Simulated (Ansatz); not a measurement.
```yaml
atoms:
  - { symbol: Si, position_ang: [0.0000, 0.0000, -0.1027] }
  - { symbol: H, position_ang: [0.0000, 0.0000, 1.4379] }
```

Basis set: cc-pVDZ (spherical functions). Frozen core: 5 orbitals. Charge 0, multiplicity 2.

Computed with Ansatz (development build ahead of 0.2.0); each method stands on the lowest determinant of its kind that the runs found.

Task: Give the atomization energy at this shape (free ground-state atoms in the same class of orbitals less the molecule, no zero-point energy) of doublet SiH by UHF-MP2, UHF.

Result:

```csv
method,atomization energy
UHF-MP2,2.71 eV
UHF,2.17 eV
```
